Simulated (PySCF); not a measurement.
Compound: C8H10.
InChI=1S/C8H10/c1-6-7-2-3-8(6)5-4-7/h2-8H,1H3/t6-,7-,8+

The calculation used PySCF, PBE0-D3(BJ)/def2-SVP geometry optimisation, gas phase.

Masses are those of the commonest isotopes; rigid-rotor values at the optimised geometry. 

**Question.** What are A, B and C (MHz)?

**Answer.** Ia = 150.48, Ib = 221.68, Ic = 233.12 u·Å²; 505379 MHz·u·Å²/I gives A = 3358, B = 2280, C = 2168 MHz.

**Question.** What kind of rotor is it?

**Answer.** An asymmetric top; Ray's κ = -0.812.

**Question.** What does the inertial defect say?

**Answer.** Not planar: Δ = Ic − Ia − Ib = -139.04 u·Å². For a rigid frame Δ = −2 Σ m c², so Σ m c² = 69.52 u·Å² lies off the ab plane: 18.22 from hydrogen and 51.30 from heavier atoms. The atom farthest from that plane is 2.16 Å away.

**Question.** Give the other two planar moments, Paa and Pbb, and the rms extents of the mass along the axes.

**Answer.** Paa = Σ m a² = (Ib + Ic − Ia)/2 = 152.16 and Pbb = Σ m b² = (Ia + Ic − Ib)/2 = 80.96 u·Å². With the mass M = 106.08 u, the rms extents √(P/M) along a, b and c are 1.20, 0.87, 0.81 Å.

**Question.** Give the coordinates in the principal-axis frame, origin at the centre of mass.

**Answer.** The sense of each axis is arbitrary; atoms in the order of the calculation.
```tsv
atom	mass (u)	a (Å)	b (Å)	c (Å)
C1	12.000	2.219	0.512	-0.001
C2	12.000	0.728	0.769	-0.002
C3	12.000	-0.128	0.091	-1.116
C4	12.000	-0.010	-1.369	-0.666
C5	12.000	-0.009	-1.366	0.670
C6	12.000	-0.127	0.095	1.115
C7	12.000	-1.506	0.591	0.668
C8	12.000	-1.507	0.588	-0.669
H9	1.008	2.454	-0.562	0.003
H10	1.008	2.688	0.963	-0.890
H11	1.008	2.687	0.969	0.885
H12	1.008	0.546	1.856	-0.004
H13	1.008	0.146	0.298	-2.159
H14	1.008	0.010	-2.230	-1.335
H15	1.008	0.012	-2.224	1.343
H16	1.008	0.148	0.307	2.157
H17	1.008	-2.326	0.843	1.341
H18	1.008	-2.328	0.838	-1.341
```

**Question.** Which types of transition are allowed, and where do some lines up to J = 3 fall?

**Answer.** The dipole components are |μa| = 0.11 D, |μb| = 0.05 D, |μc| = 0.00 D; the mirror of this Cs structure is the ab plane, so μc vanishes by symmetry and there are no c-type lines. The squared components, which scale the intensities, stand as 1.00 : 0.18 (a : b). Some lines, for components of 0.1 D or more:

```tsv
type	branch	J(Ka,Kc)	MHz	lower level (cm⁻¹)
a	Q	2(1,1) ← 2(1,2)	336	0.477
a	Q	3(1,2) ← 3(1,3)	671	0.917
a	R	1(0,1) ← 0(0,0)	4448	0.000
a	R	2(1,2) ← 1(1,1)	8783	0.184
a	R	2(0,2) ← 1(0,1)	8887	0.148
a	R	2(1,1) ← 1(1,0)	9007	0.188
a	R	3(1,3) ← 2(1,2)	13170	0.477
a	R	3(0,3) ← 2(0,2)	13310	0.445
a	R	3(2,2) ← 2(2,1)	13343	0.596
a	R	3(2,1) ← 2(2,0)	13376	0.597
a	R	3(1,2) ← 2(1,1)	13505	0.489
```

No PBE0-D3(BJ)/def2-SVP frequencies stand behind this structure, so it isn't proved a minimum. Zero-point vibration and centrifugal distortion are left out. A rigid rotor knows nothing of internal rotation, which can split or shift real lines.
